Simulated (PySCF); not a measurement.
**Excitation energy of Cu by level of theory**

Cu [Ar] 3d10 4s1 (2S) → Cu [Ar] 3d10 4p1 (2P), as a difference of total energies. Computed with PySCF 2.14 in aug-cc-pVDZ-DK, with the spin-free X2C one-electron Hamiltonian (Gaussian nucleus). Correlated levels: valence: [Ar] frozen. The calculations carry no spin-orbit coupling.

Question: Order these methods by the excitation energy they give, lowest first.
A. PBE0
B. wB97X
C. TPSSh
D. SCS-MP2 (valence)

Answer: D (3.779 eV), A (3.825 eV), C (3.878 eV), B (3.993 eV).

Errors of the correlated levels include the incompleteness of this basis and the frozen core.

For comparison: 3.806 eV (measured; NIST levels, between the centres of gravity of the two terms).
